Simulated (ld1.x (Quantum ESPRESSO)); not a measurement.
**phosphorus (P), PAW: configuration errors across variants**

```json
{"Element": "P (Z = 15)", "Generator": "ld1.x (Quantum ESPRESSO) 7.5", "Type": "PAW", "Functional": "PBE", "Relativity": "fully relativistic", "Frozen core": "[Ne]", "Valence charge": "5", "Reference configuration": "3s2 3p3", "Partial waves": "3s (bound): rcut 1.35, rcutus 1.60 bohr; 3s channel at 0.75 Ry: rcut 1.35, rcutus 1.60 bohr; 3p (bound): rcut 1.40, rcutus 1.90 bohr; 3p channel at 3 Ry: rcut 1.40, rcutus 1.90 bohr; 3d channel at 0.25 Ry: rcut 1.60, rcutus 2.15 bohr; 3d channel at 2.9 Ry: rcut 1.60, rcutus 2.15 bohr", "Local potential": "all-electron potential smoothed inside 1.95 bohr (lloc = -1)", "Core correction": "a·sin(br)/r model core, default radius (core density twice the valence density)", "Augmentation charge": "PSQ, inside the norm-conserving radii"}
```

Open shells are filled in proportion to 2j + 1 (rel_dist='average').

All-electron excitation energies from the reference (eV): (1) 3s2 3p2 9.730; (2) 3s2 3p1 28.877; (3) 3s2 3p0 58.616; (4) 3s0 3p5 17.200; (5) 3s2 3p2.5 3.775; (6) 3s1 3p3 18.850; (7) 3s1 3p4 8.534.

3 further variants failed, have other tests or too few solved ones, and are left out.

Errors AE − PS in meV (a dash: test not solved or not reliable):

```tsv
change	(1)	(2)	(3)	(4)	(5)	(6)	(7)	bound ghosts
base	-0.6	-6.9	-36	-1.2	-0.1	-1.6	-0.4	not determined
all radii but the core radius scaled by about 1.10 (s 1.76, p 2.08, d 2.36 bohr, rcut 1.48/1.54/1.76); local potential all-electron potential smoothed inside 2.14 bohr (lloc = -1)	0.0	-5.8	-36	-0.8	+0.1	-1.3	-0.3	not determined
all radii but the core radius scaled by about 1.15 (s 1.84, p 2.20, d 2.48 bohr, rcut 1.56/1.62/1.84); local potential all-electron potential smoothed inside 2.24 bohr (lloc = -1)	-4.3	-14	-35	-1.9	-1.2	-4.9	-0.4	not determined
```

(1) Give the same row for: all radii but the core radius scaled by about 0.89 (s 1.42, p 1.70, d 1.92 bohr, rcut 1.20/1.24/1.42); local potential all-electron potential smoothed inside 1.74 bohr (lloc = -1).

## Answers

(1) -0.6, -6.9, -36, -1.4, -0.1, -1.6, -0.5; bound ghosts: not determined.
